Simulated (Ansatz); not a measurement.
A structure relaxed at PBE0-D4/def2-TZVP, charge 0, multiplicity 1:

Cartesian coordinates in Å:
```
F -0.1102 0.6440 1.6306
C -0.0903 -0.2208 0.6345
Cl -0.3023 -1.8379 1.0933
C 0.0840 0.1711 -0.6221
F 0.1028 -0.6995 -1.6139
Br 0.3160 1.9431 -1.1224
```

Give its formula and SMILES.

C2BrClF2, `F/C(Cl)=C(/F)Br`.

Point group (tolerance 0.08 Å, 0.16 Å for H)?

Cs.

Summarise the bond lengths by kind.

2 × C–F 1.319 to 1.320 Å; 1 × C–Cl 1.694 Å; 1 × C–C 1.328 Å; 1 × Br–C 1.856 Å.

All numbers were calculated with Ansatz.
